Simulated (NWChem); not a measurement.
System: C3H5FSi; SMILES [SiH3]C=C=CF

Results from NWChem. Medium grid unless said otherwise, to which SCAN and Minnesota functionals are sensitive. The geometry was optimised at B3LYP/6-31G* (spherical d). Hybrids' shares of exact exchange are those that their runs print; pure functionals count as 0. The functionals differ in more than this share.

| row | share of exact exchange | orbital gap (eV) |
|---|---|---|
| PBE/def2-SVP | 0.00 | 4.01 |
| r2SCAN/def2-SVP | 0.00 | 4.42 |
| TPSSh/def2-SVP | 0.10 | 5.13 |
| B3LYP/def2-SVP | 0.20 | withheld |
| PW6B95/def2-SVP | 0.28 | 6.46 |

Problem. Fit a straight line of the last column on the one before it, predict the withheld value, and compare with the run.

Solution. 
1. Means of the 4 shown rows: x = 0.095, y = 5.005. Slope Σ(x − x̄)(y − ȳ)/Σ(x − x̄)² = 0.4199/0.05230 = 8.029; intercept 4.242.
2. The shown rows scatter about the line by 0.153 (root mean square); the largest residual is -0.23, at PBE/def2-SVP.
3. At x = 0.20 (B3LYP/def2-SVP; inside the shown range) the line gives 5.85.
4. The run gives 5.86, +0.01 from the line, 0.1 times the scatter.
